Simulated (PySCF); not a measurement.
## From computed data to an observable: oscillator strength and radiative lifetime

C3H6BFO2, SMILES B(C1(F)CC1)(O)O.

Coordinates come from a B3LYP-D3(BJ)/def2-SVP optimisation. The structure was generated by enumeration, and PubChem lists no compound with its InChIKey, so it may never have been made. The values are those of a single conformer.

TDA-PBE/def2-SVPD (PySCF 2.14.0) puts the first singlet state with f over 0.02 at 7.19 eV (vertical), with the transition dipole (-0.195, -0.855, 0.000) in atomic units.

Find the oscillator strength, the wavelength and the radiative lifetime that this transition would have in vacuum if emission retraced absorption.


|μ|² = 0.7690 au, so |μ| = 2.23 D. ΔE = 7.19/27.211 = 0.2642 hartree. f = (2/3) ΔE |μ|² = 0.135 (the program prints 0.136).
λ = 1239.84/7.19 = 172 nm; ν = 57991 cm⁻¹.
Einstein's coefficient A = 0.6670 ν² f s⁻¹ (ν in cm⁻¹) = 3.0e8 s⁻¹, so τ = 1/A = 3.3 ns. This state is S4; the lower singlets have f = 0.003, 0.011, 0.000. The figure is the radiative limit of this one transition; relaxation, internal conversion, crossing to triplets and a medium change what is measured.
